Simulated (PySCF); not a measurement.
Stretching NaSb⁺

Set-up: basis Na def2-SVPD, Sb def2-SVPD with ECP28; scalar-relativistic core potentials; PySCF 2.14. Energies in eV from Na⁺ + Sb in their ground configurations at the same level. All curves are PBE0. state 1: ⁴Σ⁻ (quartet), unpaired electrons σ ↑, π ↑↑; state 2: Ms = 0.5 determinant of mixed spin (⟨S²⟩ near 1.8), unpaired electrons σ ↓, π ↑↑, a second solution, started from another occupation; state 3: Ms = 0.5 determinant of mixed spin (⟨S²⟩ near 1.8), unpaired electrons σ ↑, π ↑↓, a mixture of terms (⟨Lz²⟩ = 2.0), a second solution, started from another occupation; state 4: ²Π (doublet), unpaired electrons π ↑, a second solution, started from another occupation.

```json
{"R (Å)": "2.895", "state 1": "-0.2096", "state 2": "0.4504", "state 3": "0.4583", "state 4": "0.7111"}
{"R (Å)": "3.029", "state 1": "-0.2815", "state 2": "0.3659", "state 3": "0.3804", "state 4": "0.6381"}
{"R (Å)": "3.164", "state 1": "-0.3196", "state 2": "0.3165", "state 3": "0.3371", "state 4": "0.6120"}
{"R (Å)": "3.265", "state 1": "-0.3326", "state 2": "0.2964", "state 3": "0.3209", "state 4": "0.6142"}
{"R (Å)": "3.366", "state 1": "-0.3358", "state 2": "0.2872", "state 3": "0.3150", "state 4": "0.6299"}
{"R (Å)": "3.467", "state 1": "-0.3319", "state 2": "0.2864", "state 3": "0.3168", "state 4": "0.6554"}
{"R (Å)": "3.602", "state 1": "-0.3189", "state 2": "0.2950", "state 3": "0.3278", "state 4": "0.7002"}
{"R (Å)": "3.770", "state 1": "-0.2951", "state 2": "0.3161", "state 3": "0.3504", "state 4": "0.7665"}
{"R (Å)": "3.972", "state 1": "-0.2612", "state 2": "0.3499", "state 3": "0.3841", "state 4": "0.8527"}
{"R (Å)": "4.241", "state 1": "-0.2150", "state 2": "0.3998", "state 3": "0.4318", "state 4": "0.9673"}
```

**Question.** Put a parabola through the three lowest points of the state 1 curve and estimate Re, k and ωe (reduced mass 19.32 u; 1 eV/Å² = 0.16022 mdyn/Å; ωe = 1302.8·√(k/μ) cm⁻¹).

**Answer.** Through R = 3.265, 3.366, 3.467 Å the second-order coefficient is 0.348 eV/Å², so Re ≈ 3.361 Å, k ≈ 0.112 mdyn/Å and ωe ≈ 99 cm⁻¹. A polynomial fit of higher order to the unrounded PBE0 energies gives Re = 3.356 Å, k = 0.115 mdyn/Å, ωe = 100 cm⁻¹; anharmonicity and rounding make the difference.

The higher-order fit for each curve: state 1: Re = 3.356 Å, ωe = 100 cm⁻¹, De = 0.336 eV; state 2: Re = 3.426 Å, ωe = 99.1 cm⁻¹, minimum 0.286 eV above the ground-state fragments; state 3: Re = 3.389 Å, ωe = 99.5 cm⁻¹, minimum 0.315 eV above the ground-state fragments; state 4: Re = 3.199 Å, ωe = 150 cm⁻¹, minimum 0.61 eV above the ground-state fragments.

The bond is weak. Basis-set superposition, not corrected here, can be much of De in a small basis, most of all at correlated wavefunction levels. These are scalar-relativistic numbers at best; spin–orbit coupling would shift them, the dissociation energy most. For an ion De counts to the pair picked by the measured ionisation energies or electron affinities, which need not be the lowest pair at this level. The state was picked by a PBE0 search and need not be the measured ground state.
